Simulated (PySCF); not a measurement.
Geometry (Å), atoms numbered from 1 in this order:
```xyz
17

C     2.058   -0.823   -0.266
C     0.857   -1.108    0.622
C    -0.487   -0.863   -0.055
B    -1.751   -1.178    0.873
N    -3.100   -0.885    0.023
Br   -1.947   -3.165    1.309
H     3.009   -1.012    0.258
H     2.046   -1.456   -1.168
H     2.069    0.227   -0.604
H     0.891   -2.156    0.967
H     0.917   -0.494    1.537
H    -0.532    0.199   -0.377
H    -0.532   -1.462   -0.987
H    -1.849   -0.525    1.898
H    -3.165    0.098   -0.250
H    -3.925   -1.132    0.573
H    -3.112   -1.461   -0.823
```

Geometry: PBE0-D3(BJ)/def2-SVP; GIAO shifts from PySCF 2.14, gas phase, non-relativistic, averaged over equivalent atoms.

At PBE0/pcSseg-1 (181 basis functions, 43 s wall time on 1 thread of an Arm Neoverse N1, shared host):
```json
{"atoms": "C3", "δ (ppm)": "31.7"}
{"atoms": "C2", "δ (ppm)": "23.4"}
{"atoms": "C1", "δ (ppm)": "20.2"}
{"atoms": "B4", "δ (ppm)": "-5.1"}
{"atoms": "N5", "δ (ppm)": "66.0"}
{"atoms": "Br6", "δ (ppm)": "-66.0"}
{"atoms": "H14", "δ (ppm)": "3.36"}
{"atoms": "H15/H16/H17", "δ (ppm)": "2.93"}
{"atoms": "H10", "δ (ppm)": "1.60"}
{"atoms": "H11", "δ (ppm)": "1.23"}
{"atoms": "H7/H8/H9", "δ (ppm)": "1.00"}
{"atoms": "H12", "δ (ppm)": "0.34"}
{"atoms": "H13", "δ (ppm)": "0.02"}
```

Chemical shifts δ = σref − σ; ¹³C (σref 184.41), ¹H (σref 31.27) vs TMS; ¹¹B (σref 100.73) against BF3·OEt2; ¹⁵N (σref 265.67) against NH3; ⁷⁹Br (σref 2584.45) vs HBr, all at this level.

What do these become at wB97X-D/pcSseg-1?

Answers


```
      atoms  δ at wB97X-D/pcSseg-1  change
         C3                   30.6    -1.1
         C2                   22.6    -0.8
         C1                   20.1    -0.1
         B4                   -5.5    -0.4
         N5                   64.3    -1.7
        Br6                  -99.2   -33.2
        H14                   3.28   -0.08
H15/H16/H17                   2.93   +0.00
        H10                   1.56   -0.04
        H11                   1.19   -0.04
   H7/H8/H9                   1.00   +0.00
        H12                   0.28   -0.06
        H13                   0.00   -0.02
```

δ = σ(ref) − σ, references computed at the same level: TMS for ¹³C (σref 184.54), ¹H (σref 31.38); ¹¹B (σref 101.61) against BF3·OEt2; ¹⁵N (σref 263.98) against NH3; HBr for ⁷⁹Br (σref 2576.00).

The largest change is at Br6 (bromine bonded to B). Cost: 181 basis functions, 49 s wall time on 1 thread of an Arm Neoverse N1, shared host. The order of the carbon signals is the same at both levels.

Relativistic effects, spin–orbit coupling among them, are left out; they matter for Br and for the light atoms bonded to it. A carbon bonded to boron is broadened by the quadrupolar boron nucleus and is often missing from a measured spectrum. Experimental scales use liquid or dissolved standards, which lie at an offset from isolated NH3 (liquid NH3: subtract about 20 ppm).
